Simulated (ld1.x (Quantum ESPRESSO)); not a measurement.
The numbers below are computed, except where a source is named.
Hardness and transferability of assorted potentials

Generated with ld1.x 7.5 (TM, RRKJ, ultrasoft, PAW), atompaw 4.2 or ONCVPSP 4.0.1. The cutoff is in Ry: for ld1.x and atompaw files where the sum of valence levels is converged to 10 mRy in a Bessel basis, for ONCV files where the hardest occupied wave has 1 mHa per electron of residual kinetic energy. The error is the largest all-electron minus pseudo excitation energy over each file’s own four to seven test configurations (ionisations up to +4, promotions, holes and added fractions of an electron), all of which were solved. The labels leave out finer settings (local radius, basis sizes, second energies), which also bear on the numbers. Spin-polarised tests are not counted. The rows are a selection from randomly drawn settings: files with unsolved tests, undetermined cutoffs or missed reference levels are left out.

A true bound ghost makes a file unfit for plane-wave use even where its test errors are small: the radial tests pick states by their node count and pass the ghost by.

```tsv
element	potential	cutoff (Ry)	largest error (meV)	bound ghosts
S	TM, PBEsol, non-relativistic, rc 1.50/1.70 (sp), local smoothed, core correction yes, reference 3s2 3p4	35	+232	none
Co	TM, PBE, scalar-relativistic, rc 2.15/2.45/1.60 (spd), local smoothed, core correction yes, reference 3d7 4s2 4p0	100	-234	none
Ga	TM, PBE, scalar-relativistic, rc 2.00/1.85 (sp), local s, core correction yes, reference 4s1.75 4p1.25	15	-151	none
```

Q: Fill in the row for Tc: TM, PBEsol, scalar-relativistic, rc 2.25/2.05/1.55 (spd), local s, core correction no, reference 4p6 4d5 5s1 5p0.

A: cutoff 50 Ry, largest error -974 meV, bound ghosts: none.

Q: Fill in the row for Br: TM, PBE, scalar-relativistic, rc 1.35/1.65/1.35 (spd), local p, core correction no, reference 4s2 4p4.

A: cutoff 45 Ry, largest error -61 meV, bound ghosts: d.
